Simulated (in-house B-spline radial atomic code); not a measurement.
## Bi5+: [Xe] 4f14 5d10

Computed with a radial B-spline atomic code at the basis-set limit: Dirac-Kohn-Sham AM05, spherical fractional occupations, Fermi nucleus of rms radius 5.5211 fm.

Screening seen three ways: the hydrogenic charge with the same mean radius, Z_r = [3n² - l(l+1)]/(2<r>), the one with the same energy, Z_e = n√(-2ε), and Slater's rules. Values are occupation-weighted means over j. An effective charge above Z reflects the relativistic contraction of the inner shells.

| shell | electrons | ε (eV) | <r> (bohr) | Z_r | Z_e | Slater |
| --- | --- | --- | --- | --- | --- | --- |
| 1s | 2 | -90441 | 0.01581 | 94.90 | 81.53 | 82.70 |
| 2s | 2 | -16284 | 0.06582 | 91.15 | 69.19 | 78.85 |
| 2p | 6 | -14113 | 0.05993 | 83.43 | 64.41 | 78.85 |
| 3s | 2 | -3971.7 | 0.1711 | 78.88 | 51.26 | 71.75 |
| 3p | 6 | -3341.1 | 0.1726 | 72.43 | 47.01 | 71.75 |
| 3d | 10 | -2631.3 | 0.1575 | 66.66 | 41.72 | 61.85 |
| 4s | 2 | -953.2 | 0.3772 | 63.63 | 33.48 | 55.25 |
| 4p | 6 | -743.66 | 0.4011 | 57.35 | 29.57 | 55.25 |
| 4d | 10 | -483.66 | 0.4228 | 49.66 | 23.85 | 43.85 |
| 5s | 2 | -211.94 | 0.8306 | 45.15 | 19.73 | 25.35 |
| 4f | 14 | -207.26 | 0.4414 | 40.78 | 15.61 | 32.45 |
| 5p | 6 | -152.03 | 0.9411 | 38.78 | 16.71 | 25.35 |
| 5d | 10 | -80.639 | 1.192 | 28.95 | 12.17 | 11.85 |

The least bound orbital is 5d5/2 at -79.36 eV, and it is also the most diffuse (<r> = 1.206 bohr).

Spin-orbit splittings of the orbital energies (j = l + 1/2 above j = l - 1/2 when positive): 2p 2317 eV, 3p 518.6 eV, 3d 110.1 eV, 4p 128 eV, 4d 23.92 eV, 4f 5.499 eV, 5p 24.95 eV, 5d 3.198 eV.

For the 1s electron the small component carries 10 % of the norm, the zero-frequency Breit interaction raises the level by 357.6 eV, self-energy by 233.3 eV, and vacuum polarisation lowers it by 50.55 eV.
